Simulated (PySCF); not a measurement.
C9H16.
InChI=1S/C9H16/c1-5-6-9(4)7-8(2)3/h1,8-9H,6-7H2,2-4H3/t9-/m1/s1

Torsions of this conformer, `[CH:1]#[C:2][CH2:3][C@@H:4]([CH3:5])[CH2:6][CH:7]([CH3:8])[CH3:9]`: C2–C3–C4–C5 -68°, C3–C4–C6–C7 54°, C4–C6–C7–C8 -179°.

The closed-shell ground state was solved at several levels (PySCF, density fitting, gas phase, non-relativistic). Isolated species at its PBE0-D3(BJ)/def2-SVP geometry (one conformer only).

```tsv
level	basis functions	total energy (Eh)	HOMO (eV)	LUMO (eV)	gap (eV)	dipole (D)
mPW1PW91/pcSseg-1	233	-352.4074	-7.64	0.98	8.62	0.63
wB97X-D/def2-SVPD	308	-352.1786	-9.54	2.20	11.74	0.65
```

(1) Estimate the row for PBE0/pcSseg-1, a basis of 233 functions; the other rows only guide the guess.

(2) Over all these levels, which gives the widest orbital gap and which the narrowest?

(3) How far do the dipole and the HOMO energy spread over the levels?

## Answers

(1) Total energy -352.0485 Eh, HOMO -7.62 eV, LUMO 0.97 eV, gap 8.59 eV, dipole 0.63 D.

(2) wB97X-D/def2-SVPD (range-separated hybrid) has the widest, 11.74 eV, and PBE0/pcSseg-1 (global hybrid, 25 % exact exchange) the narrowest, 8.59 eV. Functional and basis both differ between the two, so the spread mixes both effects.

(3) The dipole runs from 0.63 to 0.65 D (mean 0.63 D) and the HOMO from -9.54 to -7.62 eV.

The pairwise dispersion term of wB97X-D wasn't added to the energies; at a given geometry it leaves orbitals and properties as they are.
